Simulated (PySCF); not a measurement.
This PySCF input asks for the NMR shieldings of SMILES FCC/C(=C/C#CC)[SiH2]O, C₇H₁₁FOSi; the geometry comes from GFN2-xTB.

```python
import basis_set_exchange as bse
import numpy as np
from pyscf import gto, dft
from pyscf.prop import nmr

atoms = """
C     4.183864   -0.053198   -0.486028
C     2.761781   -0.301324   -0.544282
C     1.575514   -0.504196   -0.577596
C     0.195380   -0.763048   -0.653428
C    -0.672377   -0.425407    0.308235
C    -2.133164   -0.735819    0.114911
C    -2.898475    0.463040   -0.439504
F    -3.028857    1.450642    0.514528
Si   -0.114501    0.442721    1.896330
O    -1.385357    0.712743    2.870567
H     4.728614   -0.997547   -0.498298
H     4.432395    0.486516    0.427434
H     4.496609    0.541262   -1.344693
H    -0.131718   -1.270389   -1.557928
H    -2.584222   -1.025099    1.066285
H    -2.261030   -1.557948   -0.594350
H    -3.916719    0.186515   -0.732484
H    -2.372991    0.916304   -1.285646
H     0.698868   -0.446891    2.716057
H     0.557820    1.694478    1.538638
H    -2.140355    1.203588    2.550994
"""
names = dict.fromkeys(["C", "F", "Si", "O", "H"], "pcSseg-1")
basis = {el: gto.basis.parse(bse.get_basis(n, elements=[el], fmt="nwchem")) for el, n in names.items()}
mol = gto.M(atom=atoms, basis=basis, charge=0, verbose=0)
mf = dft.RKS(mol, xc="PBE0")
mf.grids.level = 2
mf.grids.alignment = dft.numint.BLKSIZE   # the property module wants whole blocks of grid points
mf.conv_tol = 1e-9
mf.kernel()

calc = nmr.RKS(mf)   # GIAO
C = mf.mo_coeff
Co = C[:, mf.mo_occ > 0]
resp = mf.gen_response(singlet=True, hermi=2)
def vind(x):   # induced exchange potential for any number of trial vectors
    d = np.einsum("pi,xij,qj->xpq", C, 2 * x.reshape(-1, C.shape[1], Co.shape[1]), Co, optimize=True)
    return np.einsum("xpq,pi,qj->xij", resp(d - d.transpose(0, 2, 1)), C, Co, optimize=True).ravel()
mo1, _ = nmr.rhf.solve_mo1(calc, with_cphf=vind)
sigma = calc.kernel(mo1)
for i, s in enumerate(sigma):   # ppm
    print("%2d %-2s %9.2f" % (i, mol.atom_pure_symbol(i), np.trace(s) / 3))
```

Task: What are the results?

Result: 
```
 0 C     181.16
 1 C      83.45
 2 C     102.88
 3 C      57.24
 4 C      23.77
 5 C     144.47
 6 C      94.63
 7 F     416.41
 8 Si    382.31
 9 O     318.93
10 H      29.50
11 H      29.52
12 H      29.55
13 H      25.43
14 H      28.58
15 H      29.62
16 H      26.66
17 H      27.22
18 H      26.63
19 H      26.29
20 H      30.04
```

These numbers come from an equivalent density-fitted implementation of the same equations, which agrees with the script to about 0.01 ppm for H and up to a few tenths of a ppm for heavy atoms, so last digits may differ.

Task: Turn these shieldings into chemical shifts. References, each an isolated molecule treated in the same way: TMS for 13C (186.93 ppm) and 29Si (349.16 ppm) and 1H (31.72 ppm); 19F (170.95 ppm) vs CFCl3; 17O (336.08 ppm) against H2O.

Result: Averaging equivalent atoms: C 4: 163.2; C 3: 129.7; C 1: 103.5; C 6: 92.3; C 2: 84.0; C 5: 42.5; C 0: 5.8; F 7: -245.5; Si 8: -33.2; O 9: 17.2; H 13: 6.28; H 18/19: 5.26; H 16/17: 4.78; H 14/15: 2.62; H 10/11/12: 2.20; H 20: 1.67 ppm. Unscaled 19F shifts against computed CFCl3 carry errors that often reach 10 to 50 ppm. Experimental scales use liquid or dissolved standards, which lie at an offset from isolated H2O (liquid H2O: subtract about 36 ppm).

Size and cost of the density-fitted run: 232 basis functions, 61 s wall time on 1 thread of an Arm Neoverse V1, shared host; peak memory 1.1 GiB.
